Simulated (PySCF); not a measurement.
## NMR data sheet: C₄H₉BO₃

* Formula: C4H9BO3
* SMILES: CCOB1OCCO1
* InChI: InChI=1S/C4H9BO3/c1-2-6-5-7-3-4-8-5/h2-4H2,1H3
* Point group of the computed structure: C1
* Carbon signals: 3
* Proton signals: 3

Molfile (atoms numbered from 1):
```
C4H9BO3
     RDKit          3D

 17 17  0  0  0  0  0  0  0  0999 V2000
    2.5403    0.6927   -0.3400 C   0  0  0  0  0  0  0  0  0  0  0  0
    1.9969   -0.6623    0.0567 C   0  0  0  0  0  0  0  0  0  0  0  0
    0.8243   -0.9799   -0.6653 O   0  0  0  0  0  0  0  0  0  0  0  0
   -0.3760   -0.5510   -0.2365 B   0  0  0  0  0  0  0  0  0  0  0  0
   -0.5725    0.1789    0.9125 O   0  0  0  0  0  0  0  0  0  0  0  0
   -1.9666    0.3401    1.0816 C   0  0  0  0  0  0  0  0  0  0  0  0
   -2.5846   -0.1485   -0.2460 C   0  0  0  0  0  0  0  0  0  0  0  0
   -1.5347   -0.8116   -0.9177 O   0  0  0  0  0  0  0  0  0  0  0  0
    3.4918    0.8955    0.1750 H   0  0  0  0  0  0  0  0  0  0  0  0
    1.8292    1.4882   -0.0706 H   0  0  0  0  0  0  0  0  0  0  0  0
    2.7174    0.7356   -1.4252 H   0  0  0  0  0  0  0  0  0  0  0  0
    2.7303   -1.4528   -0.1677 H   0  0  0  0  0  0  0  0  0  0  0  0
    1.7951   -0.6908    1.1411 H   0  0  0  0  0  0  0  0  0  0  0  0
   -2.2005    1.3948    1.2953 H   0  0  0  0  0  0  0  0  0  0  0  0
   -2.3049   -0.2616    1.9427 H   0  0  0  0  0  0  0  0  0  0  0  0
   -3.4278   -0.8396   -0.0885 H   0  0  0  0  0  0  0  0  0  0  0  0
   -2.9486    0.6893   -0.8657 H   0  0  0  0  0  0  0  0  0  0  0  0
  1  2  1  0
  2  3  1  0
  3  4  1  0
  4  5  1  0
  5  6  1  0
  6  7  1  0
  7  8  1  0
  8  4  1  0
  1  9  1  0
  1 10  1  0
  1 11  1  0
  2 12  1  0
  2 13  1  0
  6 14  1  0
  6 15  1  0
  7 16  1  0
  7 17  1  0
M  END
```

- J: B3LYP/pcJ-1 (spin–dipole term only in couplings to heteroatoms)
- σ from GIAO-KT3/pcSseg-1
- coordinates at the PBE0-D3(BJ)/def2-SVP level
- code: PySCF
- one conformer, one averaged value for each set of equivalent atoms, non-relativistic, no solvent

Chemical shifts δ = σref − σ; TMS for 1H (σref 31.32), 13C (σref 182.31); 11B (σref 100.51) against BF3·OEt2; 17O (σref 329.03) against H2O, all at this level.

| carbon | δC, type | δH (multiplicity, J in Hz) | HMBC from (abs. J ≥ 3 Hz) | span of the C tensor (ppm) |
| --- | --- | --- | --- | --- |
| C1 | 19.9, CH3 | 1.15 (t, 7.8) | – | 37 |
| C2 | 63.3, CH2 | 3.93 (q, 7.8) | H9/H10/H11 | 73 |
| C6/C7 | 67.7, CH2 | 4.11 (s) | – | 78 |

Other nuclei:
```csv
atoms,nucleus,environment,δ (ppm),σ (ppm)
B4,11B,"boron bonded to 3 O, in a 5-membered ring",19.8,80.7
O3,17O,"oxygen bonded to C, B",92.5,236.6
O5/O8,17O,"oxygen bonded to C, B, in a 5-membered ring",91.4,237.7
```

Selected couplings (Hz, signed; the shortest-range and largest first, 30 at most; isotopes 13C, 1H, 11B): 1J(C6,H14) 152.4, 1J(C2,H12) 148.5, 1J(C1,H9) 133.0, 1J(C1,C2) 39.4, 2J(B4,C6) 2.8, 3J(H9,H12) 7.8, 3J(B4,H12) 4.5, 3J(B4,H14) 2.0.

1. δC 67.7, 63.3: sp3 CH2 bonded to O; deshielded by the electronegative neighbour.
2. δC 19.9: methyl carbon; a saturated carbon with 1 carbon neighbour and no heteroatom attached.
3. δH 4.11, 3.93: hydrogen on an sp3 CH2 bonded to O; its carbon carries O, hence the downfield position.
4. δH 1.15: hydrogen on a methyl carbon.
5. The protons at 1.15 and 3.93 share a coupling of 7.8 Hz (vicinal).

Splittings below 1 Hz are ignored in the labels, and close J values are merged. Unscaled 3J(H,H) at this level run about 10 % above measured values. Shifts are as computed, not scaled to solution data. Of 1313 compounds with measured shifts, 239 miss one by over three times the rms of a fit or turn the order of signals round; such compounds aren't used in these exercises. Experimental scales use liquid or dissolved standards, which lie at an offset from isolated H2O (liquid H2O: subtract about 36 ppm).
